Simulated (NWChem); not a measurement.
Molecule: C$_{2}$H$_{3}$FO$_{2}$Si; SMILES FC=C1O[SiH2]O1

```xyz
9

F     -0.3929     2.6026     0.0000
C      0.5524     1.6608     0.0000
C      0.2437     0.3652     0.0000
O     -0.9978    -0.2186     0.0000
Si    -0.2095    -1.7300     0.0000
O      1.1365    -0.6821     0.0000
H      1.5845     2.0111     0.0000
H     -0.3841    -2.5379     1.2311
H     -0.3841    -2.5379    -1.2311
```
Atoms are numbered in this order, from 1.

All runs: NWChem. Pople sets run with spherical d functions. Coordinates come from a PBE0/def2-SVP optimisation. B3LYP is NWChem's, with the RPA form of VWN correlation. Atomic charges in e: unrestrained fits to the electrostatic potential beside Mulliken populations; buried atoms are poorly determined by the fit.

For level Hartree-Fock/6-31G*:

* **Mulliken F1**: -0.42
* **Mulliken C3**: 0.76
* **Mulliken O4**: -0.78
* **ESP Si5**: 1.09
* **Mulliken Si5**: 1.17

Problem. Estimate the same quantities for level B3LYP/def2-SVP.

Solution. The Mulliken F1 comes out as -0.20, the Mulliken C3 is 0.37 and the Mulliken O4 is -0.41. The ESP Si5 is 0.97 and the Mulliken Si5 is 0.75.
